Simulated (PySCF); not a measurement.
CHCl, SMILES [CH]Cl (connectivity only; charge and spin as stated), neutral, multiplicity 1.

The structure is a stationary point at PBE0-D3(BJ)/def2-TZVPD. The isomer is the one that the SMILES or the coordinates give; other isomers of the formula were not compared.

Computed with PBE/def2-TZVPD (PySCF).

The molecule is in vacuum.

| Property | Result |
|---|---|
| total energy | -498.55757 hartree |
| point group | Cs |
| highest occupied level | -5.65 eV |
| lowest empty level | -4.47 eV |
| orbital gap | 1.17 eV |
| dipole moment | 1.60 D |
| quadrupole, principal values (traceless, Buckingham form, about the centre of nuclear charge) | -4.88, 1.80, 3.09 D·Å |
| mean static polarisability | 29.9 bohr³ (4.44 Å³) |
| polarisability, principal values | 23.3, 26.5, 40.1 bohr³ |
